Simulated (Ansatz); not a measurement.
Ansatz (a first-principles code) input (B3LYP-D3(BJ)/def2-TZVP):

Ansatz 0.2 input:
```yaml
crystal:
  periodic: [false, false, false]
  atoms:
    - {symbol: Si, position_ang: [-0.26597828, -0.29373444, 0.22254986]}
    - {symbol: Cl, position_ang: [0.25966018, -1.11367352, 2.16862069]}
    - {symbol: C, position_ang: [-1.97935207, -0.73082057, -0.07403226]}
    - {symbol: C, position_ang: [1.40378608, -0.79522198, -0.66325797]}
    - {symbol: C, position_ang: [-0.02004472, 1.59334965, 0.44801087]}
    - {symbol: H, position_ang: [-2.21737741, -1.79435748, -0.12180753]}
    - {symbol: H, position_ang: [-2.45621498, -0.21212426, -0.90744550]}
    - {symbol: H, position_ang: [1.46857138, -1.87970694, -0.75576554]}
    - {symbol: H, position_ang: [2.30280917, -0.46427768, -0.14232368]}
    - {symbol: H, position_ang: [1.43870556, -0.38640513, -1.67483052]}
    - {symbol: H, position_ang: [-0.11080677, 2.08920854, -0.51660273]}
    - {symbol: H, position_ang: [-0.78491577, 2.00649229, 1.09882700]}
    - {symbol: H, position_ang: [0.95021917, 1.85434356, 0.86599665]}
basis:
  gaussian:
    orbitals: def2-TZVP
hamiltonian:
  xc: b3lyp
  dispersion: d3bj
total_charge: -1
relax: {f_tol: 0.002, max_steps: 150}
```

Output:

```
Functional definition: B3LYP
integrals: 0.16 GiB planned
1416 factors; their error is unknown
mean field: 1.38 GiB planned
mean field evaluation 1: about -23632.5995 eV, gradient 7.8e1 eV
mean field evaluation 2: about -23613.2134 eV, gradient 1.0e2 eV
mean field evaluation 4: about -23646.5660 eV, gradient 8.8e0 eV
mean field evaluation 8: about -23646.7375 eV, gradient 1.4e-1 eV
mean field evaluation 16: about -23646.7773 eV, gradient 5.0e-4 eV
mean field -23646.77730391 eV, -869.0030375573 hartree, gradient 4.1e-5 eV, S^2 0.000000; 0 other end points of the search recorded, 0 dependent functions left out
the calculation of the forces begins
reference -23646.77761921 eV, -869.0030491443 hartree; 29, 29 occupied and 186, 186 virtual orbitals, 1416 factors
relax step   1: F+E_penalty+E_count = -23647.34166916 eV  Δ(F+E_penalty+E_count) = +0.000e0 eV  max|allowed force component| = 8.315e-1 eV/Å  Δτ_max = 0.0000 Å  (29 SCF iters, accepted)
these checks for a lower state are left out or cut short: starts, cluster_reference, orbital_swaps, neighbouring_geometries, increment
integrals: 0.16 GiB planned
1416 factors; their error is unknown
mean field: 1.38 GiB planned
mean field -23646.85135666 eV, -869.0057589457 hartree, gradient 1.8e-5 eV, S^2 0.000000; 0 other end points of the search recorded, 0 dependent functions left out
the calculation of the forces begins
reference -23646.85167218 eV, -869.0057705410 hartree; 29, 29 occupied and 186, 186 virtual orbitals, 1416 factors
relax step   2: F+E_penalty+E_count = -23647.41561157 eV  Δ(F+E_penalty+E_count) = -7.394e-2 eV  max|allowed force component| = 6.702e-1 eV/Å  Δτ_max = 0.1299 Å  (31 SCF iters, accepted)
these checks for a lower state are left out or cut short: starts, cluster_reference, orbital_swaps, neighbouring_geometries, increment
integrals: 0.16 GiB planned
1416 factors; their error is unknown
mean field: 1.38 GiB planned
mean field evaluation 32: about -23646.8796 eV, gradient 8.4e-6 eV
mean field -23646.87959083 eV, -869.0067965323 hartree, gradient 8.4e-6 eV, S^2 0.000000; 0 other end points of the search recorded, 0 dependent functions left out
the calculation of the forces begins
reference -23646.87990646 eV, -869.0068081315 hartree; 29, 29 occupied and 186, 186 virtual orbitals, 1416 factors
relax step   3: F+E_penalty+E_count = -23647.44689280 eV  Δ(F+E_penalty+E_count) = -3.128e-2 eV  max|allowed force component| = 3.976e-1 eV/Å  Δτ_max = 0.0753 Å  (32 SCF iters, accepted)
these checks for a lower state are left out or cut short: starts, cluster_reference, orbital_swaps, neighbouring_geometries, increment
integrals: 0.16 GiB planned
1416 factors; their error is unknown
mean field: 1.38 GiB planned
mean field -23646.88976758 eV, -869.0071705209 hartree, gradient 1.1e-5 eV, S^2 0.000000; 0 other end points of the search recorded, 0 dependent functions left out
the calculation of the forces begins
reference -23646.89008250 eV, -869.0071820943 hartree; 29, 29 occupied and 186, 186 virtual orbitals, 1416 factors
relax step   4: F+E_penalty+E_count = -23647.46058437 eV  Δ(F+E_penalty+E_count) = -1.369e-2 eV  max|allowed force component| = 9.227e-1 eV/Å  Δτ_max = 0.1878 Å  (30 SCF iters, accepted)
these checks for a lower state are left out or cut short: starts, cluster_reference, orbital_swaps, neighbouring_geometries, increment
integrals: 0.16 GiB planned
1416 factors; their error is unknown
mean field: 1.38 GiB planned
mean field -23646.93229500 eV, -869.0087333748 hartree, gradient 9.6e-6 eV, S^2 0.000000; 0 other end points of the search recorded, 0 dependent functions left out
the calculation of the forces begins
reference -23646.93260999 eV, -869.0087449506 hartree; 29, 29 occupied and 186, 186 virtual orbitals, 1416 factors
relax step   5: F+E_penalty+E_count = -23647.50148472 eV  Δ(F+E_penalty+E_count) = -4.090e-2 eV  max|allowed force component| = 6.508e-1 eV/Å  Δτ_max = 0.0855 Å  (31 SCF iters, accepted)
these checks for a lower state are left out or cut short: starts, cluster_reference, orbital_swaps, neighbouring_geometries, increment
integrals: 0.16 GiB planned
1416 factors; their error is unknown
mean field: 1.38 GiB planned
[...]
relax step   8: F+E_penalty+E_count = -23647.64409213 eV  Δ(F+E_penalty+E_count) = -4.129e-2 eV  max|allowed force component| = 5.360e-1 eV/Å  Δτ_max = 0.1997 Å  (30 SCF iters, accepted)
these checks for a lower state are left out or cut short: starts, cluster_reference, orbital_swaps, neighbouring_geometries, increment
integrals: 0.16 GiB planned
1416 factors; their error is unknown
mean field: 1.37 GiB planned
mean field -23647.10998860 eV, -869.0152634941 hartree, gradient 7.3e-6 eV, S^2 0.000000; 0 other end points of the search recorded, 0 dependent functions left out
the calculation of the forces begins
reference -23647.11030607 eV, -869.0152751611 hartree; 29, 29 occupied and 186, 186 virtual orbitals, 1416 factors
relax step   9: F+E_penalty+E_count = -23647.67335028 eV  Δ(F+E_penalty+E_count) = -2.926e-2 eV  max|allowed force component| = 5.043e-1 eV/Å  Δτ_max = 0.1359 Å  (30 SCF iters, accepted)
these checks for a lower state are left out or cut short: starts, cluster_reference, orbital_swaps, neighbouring_geometries, increment
integrals: 0.16 GiB planned
1416 factors; their error is unknown
mean field: 1.38 GiB planned
mean field -23647.12227366 eV, -869.0157149620 hartree, gradient 1.9e-5 eV, S^2 0.000000; 0 other end points of the search recorded, 0 dependent functions left out
the calculation of the forces begins
reference -23647.12259071 eV, -869.0157266130 hartree; 29, 29 occupied and 186, 186 virtual orbitals, 1416 factors
relax step  10: F+E_penalty+E_count = -23647.68743078 eV  Δ(F+E_penalty+E_count) = -1.408e-2 eV  max|allowed force component| = 9.347e-2 eV/Å  Δτ_max = 0.0489 Å  (31 SCF iters, accepted)
these checks for a lower state are left out or cut short: starts, cluster_reference, orbital_swaps, neighbouring_geometries, increment
integrals: 0.16 GiB planned
1416 factors; their error is unknown
mean field: 1.37 GiB planned
mean field -23647.12504740 eV, -869.0158168949 hartree, gradient 1.9e-5 eV, S^2 0.000000; 0 other end points of the search recorded, 0 dependent functions left out
the calculation of the forces begins
reference -23647.12536605 eV, -869.0158286051 hartree; 29, 29 occupied and 186, 186 virtual orbitals, 1416 factors
relax step  11: F+E_penalty+E_count = -23647.68704097 eV  Δ(F+E_penalty+E_count) = +3.898e-4 eV  max|allowed force component| = 1.392e-1 eV/Å  Δτ_max = 0.0641 Å  (30 SCF iters, rejected (line search))
these checks for a lower state are left out or cut short: starts, cluster_reference, orbital_swaps, neighbouring_geometries, increment
integrals: 0.16 GiB planned
1416 factors; their error is unknown
mean field: 1.38 GiB planned
mean field evaluation 96: about -23647.1248 eV, gradient 1.9e-5 eV
mean field -23647.12476236 eV, -869.0158064201 hartree, gradient 1.9e-5 eV, S^2 0.000000; 0 other end points of the search recorded, 0 dependent functions left out
the calculation of the forces begins
reference -23647.12507985 eV, -869.0158180873 hartree; 29, 29 occupied and 186, 186 virtual orbitals, 1416 factors
relax step  12: F+E_penalty+E_count = -23647.68970237 eV  Δ(F+E_penalty+E_count) = -2.272e-3 eV  max|allowed force component| = 2.688e-2 eV/Å  Δτ_max = 0.0317 Å  (31 SCF iters, accepted)
these checks for a lower state are left out or cut short: starts, cluster_reference, orbital_swaps, neighbouring_geometries, increment
integrals: 0.16 GiB planned
1416 factors; their error is unknown
mean field: 1.38 GiB planned
mean field -23647.12590716 eV, -869.0158484904 hartree, gradient 1.9e-5 eV, S^2 0.000000; 0 other end points of the search recorded, 0 dependent functions left out
the calculation of the forces begins
reference -23647.12622486 eV, -869.0158601658 hartree; 29, 29 occupied and 186, 186 virtual orbitals, 1416 factors
relax step  13: F+E_penalty+E_count = -23647.69055610 eV  Δ(F+E_penalty+E_count) = -8.537e-4 eV  max|allowed force component| = 3.346e-2 eV/Å  Δτ_max = 0.0379 Å  (30 SCF iters, accepted)
these checks for a lower state are left out or cut short: starts, cluster_reference, orbital_swaps, neighbouring_geometries, increment
integrals: 0.16 GiB planned
1416 factors; their error is unknown
mean field: 1.38 GiB planned
mean field -23647.12453999 eV, -869.0157982480 hartree, gradient 1.9e-5 eV, S^2 0.000000; 0 other end points of the search recorded, 0 dependent functions left out
the calculation of the forces begins
reference -23647.12485793 eV, -869.0158099320 hartree; 29, 29 occupied and 186, 186 virtual orbitals, 1416 factors
relax step  14: F+E_penalty+E_count = -23647.68943493 eV  Δ(F+E_penalty+E_count) = +1.121e-3 eV  max|allowed force component| = 8.173e-2 eV/Å  Δτ_max = 0.0281 Å  (31 SCF iters, rejected (line search))
these checks for a lower state are left out or cut short: starts, cluster_reference, orbital_swaps, neighbouring_geometries, increment
integrals: 0.16 GiB planned
1416 factors; their error is unknown
mean field: 1.38 GiB planned
mean field -23647.12590420 eV, -869.0158483817 hartree, gradient 1.8e-5 eV, S^2 0.000000; 0 other end points of the search recorded, 0 dependent functions left out
the calculation of the forces begins
reference -23647.12622187 eV, -869.0158600558 hartree; 29, 29 occupied and 186, 186 virtual orbitals, 1416 factors
relax step  15: F+E_penalty+E_count = -23647.69082596 eV  Δ(F+E_penalty+E_count) = -2.699e-4 eV  max|allowed force component| = 1.032e-2 eV/Å  Δτ_max = 0.0141 Å  (31 SCF iters, accepted)
these checks for a lower state are left out or cut short: starts, cluster_reference, orbital_swaps, neighbouring_geometries, increment
integrals: 0.16 GiB planned
1416 factors; their error is unknown
mean field: 1.37 GiB planned
mean field -23647.12610072 eV, -869.0158556036 hartree, gradient 1.8e-5 eV, S^2 0.000000; 0 other end points of the search recorded, 0 dependent functions left out
the calculation of the forces begins
reference -23647.12641839 eV, -869.0158672780 hartree; 29, 29 occupied and 186, 186 virtual orbitals, 1416 factors
relax step  16: F+E_penalty+E_count = -23647.69091143 eV  Δ(F+E_penalty+E_count) = -8.548e-5 eV  max|allowed force component| = 6.228e-3 eV/Å  Δτ_max = 0.0163 Å  (31 SCF iters, accepted)
these checks for a lower state are left out or cut short: starts, cluster_reference, orbital_swaps, neighbouring_geometries, increment
integrals: 0.16 GiB planned
1416 factors; their error is unknown
mean field: 1.38 GiB planned
mean field evaluation 128: about -23647.1259 eV, gradient 3.6e-1 eV
mean field -23647.12608574 eV, -869.0158550533 hartree, gradient 2.2e-5 eV, S^2 0.000000; 0 other end points of the search recorded, 0 dependent functions left out
the calculation of the forces begins
reference -23647.12640341 eV, -869.0158667275 hartree; 29, 29 occupied and 186, 186 virtual orbitals, 1416 factors
relax step  17: F+E_penalty+E_count = -23647.69092265 eV  Δ(F+E_penalty+E_count) = -1.121e-5 eV  max|allowed force component| = 3.872e-3 eV/Å  Δτ_max = 0.0047 Å  (31 SCF iters, accepted)
these checks for a lower state are left out or cut short: starts, cluster_reference, orbital_swaps, neighbouring_geometries, increment
integrals: 0.16 GiB planned
1416 factors; their error is unknown
mean field: 1.38 GiB planned
mean field -23647.12611660 eV, -869.0158561873 hartree, gradient 2.2e-5 eV, S^2 0.000000; 0 other end points of the search recorded, 0 dependent functions left out
the calculation of the forces begins
reference -23647.12643430 eV, -869.0158678626 hartree; 29, 29 occupied and 186, 186 virtual orbitals, 1416 factors
relax step  18: F+E_penalty+E_count = -23647.69092431 eV  Δ(F+E_penalty+E_count) = -1.662e-6 eV  max|allowed force component| = 3.214e-3 eV/Å  Δτ_max = 0.0025 Å  (31 SCF iters, accepted)
these checks for a lower state are left out or cut short: starts, cluster_reference, orbital_swaps, neighbouring_geometries, increment
integrals: 0.16 GiB planned
1416 factors; their error is unknown
mean field: 1.37 GiB planned
mean field -23647.12611046 eV, -869.0158559618 hartree, gradient 1.6e-5 eV, S^2 0.000000; 0 other end points of the search recorded, 0 dependent functions left out
the calculation of the forces begins
reference -23647.12642816 eV, -869.0158676368 hartree; 29, 29 occupied and 186, 186 virtual orbitals, 1416 factors
relax step  19: F+E_penalty+E_count = -23647.69092609 eV  Δ(F+E_penalty+E_count) = -1.783e-6 eV  max|allowed force component| = 1.786e-3 eV/Å  Δτ_max = 0.0007 Å  (22 SCF iters, accepted)
integrals: 0.16 GiB planned
1416 factors; their error is unknown
mean field: 1.37 GiB planned
mean field evaluation 160: about -23647.1261 eV, gradient 4.8e-3 eV
mean field -23647.12611046 eV, -869.0158559618 hartree, gradient 1.6e-5 eV, S^2 0.000000; 1 other end points of the search recorded, 0 dependent functions left out
the calculation of the forces begins
reference -23647.12642816 eV, -869.0158676368 hartree; 29, 29 occupied and 186, 186 virtual orbitals, 1416 factors
Total energy: -23647.69124379 eV, -869.0366242283 hartree
Atom 0 at    -0.220138    -0.223339     0.224938 Å, force    -0.000535    -0.000116    -0.000098 eV/Å
Atom 1 at     0.419451    -0.796942     2.358310 Å, force     0.000111    -0.000338     0.000654 eV/Å
Atom 2 at    -1.741613    -0.740160    -0.445363 Å, force     0.001786     0.000178     0.000402 eV/Å
Atom 3 at     1.310530    -0.906033    -0.658641 Å, force    -0.000299     0.000414    -0.000037 eV/Å
Atom 4 at    -0.039330     1.651067     0.433729 Å, force    -0.000065    -0.000098    -0.000417 eV/Å
Atom 5 at    -1.874563    -1.774355    -0.758252 Å, force    -0.000225     0.000520     0.000005 eV/Å
Atom 6 at    -2.667683    -0.271612    -0.116771 Å, force     0.000084    -0.000186    -0.000087 eV/Å
Atom 7 at     1.242952    -1.994647    -0.729801 Å, force    -0.000086    -0.000214    -0.000020 eV/Å
Atom 8 at     2.227262    -0.660985    -0.118421 Å, force    -0.000577     0.000054    -0.000067 eV/Å
Atom 9 at     1.373668    -0.504518    -1.673605 Å, force     0.000149    -0.000207    -0.000152 eV/Å
Atom 10 at    -0.023638     2.142191    -0.542950 Å, force    -0.000042     0.000327     0.000162 eV/Å
Atom 11 at    -0.889531     2.045298     0.996281 Å, force     0.000062    -0.000093    -0.000106 eV/Å
Atom 12 at     0.871694     1.907106     0.978488 Å, force    -0.000361    -0.000242    -0.000239 eV/Å
Dipole moment:     0.557810     0.295883    -0.003357 e Å
```

It need not be the lowest isomer of its formula. Whether it binds its extra electron was not tested at this geometry.
